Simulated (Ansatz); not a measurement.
ClF3H2Si2, SMILES [SiH2](Cl)[Si](F)(F)F.

Coordinates come from a B3LYP-D3(BJ)/def2-SVP optimisation. The structure was generated by enumeration, and PubChem lists no compound with its InChIKey, so it may never have been made. One conformer was computed; it need not be the lowest.

Two levels are set side by side: PBE/def2-SVPD (Ansatz, an electronic-structure program) and PBE0/def2-SVPD (Ansatz). Energy differences of separate SCF runs at the same geometry; the states with an electron removed or added have multiplicity 2 and 2. Differences are taken from unrounded values.

```
quantity                            PBE0
---------------------------------  -----
vertical ionisation energy (eV)    11.30
vertical singlet–triplet gap (eV)   5.77
```

### Question
What does PBE give, and how far is it from PBE0? (The exact figures need the calculation; the answer reports its results.)

### Answer

| quantity | PBE | PBE minus PBE0 |
|---|---|---|
| vertical ionisation energy (eV) | 10.84 | -0.46 |
| vertical singlet–triplet gap (eV) | 5.34 | -0.42 |
